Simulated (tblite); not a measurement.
Compound: C6H14N2Si.
Cartesian coordinates in Å at the GFN2-xTB level; atoms count from 1:
```xyz
23
C6H14N2Si angstrom
C     -3.0612    1.5144   -0.3233
C     -1.9331    0.5647   -0.1592
N     -0.7507    0.9149    0.1487
N      0.0793   -0.1524    0.2146
Si     1.6639    0.0029    0.9003
C      2.6666   -1.4863    0.2751
C      2.3616    1.6637    0.3163
C     -0.6535   -1.4015   -0.0367
C     -2.0784   -0.9344   -0.3517
H     -3.4811    1.4351   -1.3260
H     -3.8537    1.2852    0.3892
H     -2.7144    2.5299   -0.1582
H      1.6145   -0.0530    2.3777
H      3.6831   -1.4533    0.6526
H      2.2288   -2.4239    0.6038
H      2.7202   -1.5111   -0.8093
H      3.2667    1.9176    0.8581
H      2.6003    1.6497   -0.7430
H      1.6385    2.4550    0.4794
H     -0.1871   -1.9309   -0.8702
H     -0.6102   -2.0420    0.8481
H     -2.3811   -1.1657   -1.3749
H     -2.8239   -1.3517    0.3273
```

Computed with GFN2-xTB (tblite): harmonic, unscaled wavenumbers at the GFN2-xTB geometry, gas phase. The method is semi-empirical: single wavenumbers can be off by several per cent or more. Modes of hydrogen on silicon can be 10 to 20 % off. One conformer, not necessarily the lowest.

Harmonic wavenumbers (cm⁻¹): 33.6, 64.5, 91.0, 98.8, 119.0, 127.0, 136.8, 161.1, 216.5, 220.1, 291.0, 336.1, 454.6, 490.2, 620.6, 637.6, 645.6, 699.9, 765.9, 800.2, 830.9, 835.1, 841.3, 844.8, 885.5, 897.8, 976.0, 1015.4, 1050.1, 1061.7, 1110.3, 1118.9, 1165.5, 1200.0, 1223.2, 1298.1, 1320.3, 1369.9, 1375.9, 1395.1, 1463.2, 1468.1, 1471.0, 1481.7, 1483.6, 1491.7, 1492.3, 1499.9, 1702.9, 2116.3, 2925.9, 2955.4, 2961.6, 2979.6, 2990.1, 3006.6, 3037.1, 3040.9, 3043.1, 3051.3, 3056.3, 3062.8, 3064.8.

A = 2604, B = 851.3, C = 676.1 MHz; mass 142.093 u (most abundant isotopes); point group C1, symmetry number 1.

Task: What is the zero-point energy?

Result: Half the sum of the wavenumbers: 41836 cm⁻¹ = 500.47 kJ/mol.

Task: What is S at 400 K and 1 bar for an ideal gas of classical rigid rotors and harmonic oscillators?

Result: Translation 176.78, rotation 128.14, vibration 221.85: S = 526.8 J/(mol K).

Task: And Cp and H(400 K) − H(0)?

Result: Cp = 238.67 J/(mol K), of which vibrations give 205.41 (their classical limit is 63 R = 523.8); H(400 K) − H(0) = 57.01 kJ/mol without the zero-point energy, 43.71 from vibrations.

Task: How do the functions run with temperature in this model?

Result: 
```csv
T (K),S (J/(mol K)),Cp (J/(mol K)),H − H(0) (kJ/mol),G − H(0) (kJ/mol),ln q(vib)
50,257.0,68.7,2.36,-10.49,0.88
100,315.6,100.6,6.67,-24.88,2.80
298.15,464.1,189.7,35.16,-103.21,10.13
373.15,510.6,226.2,50.77,-139.77,12.65
500,584.7,281.1,83.05,-209.30,16.78
750,714.7,360.0,163.89,-372.16,24.49
1000,826.0,412.6,260.88,-565.10,31.63
```

q(vib) and H(0) count from the zero-point level.

Task: What must be added to the electronic energy to get the Gibbs energy at 400 K and 1 bar?

Result: ZPE + [H(400 K) − H(0)] − T·S = 500.47 + 57.01 − 210.71 = 346.77 kJ/mol.

Hindered rotation and anharmonicity are outside this model. Other conformers, if any are populated, would add a mixing term that is left out. The structure is chiral; the term R ln 2 for an equal mix with its mirror image is left out.
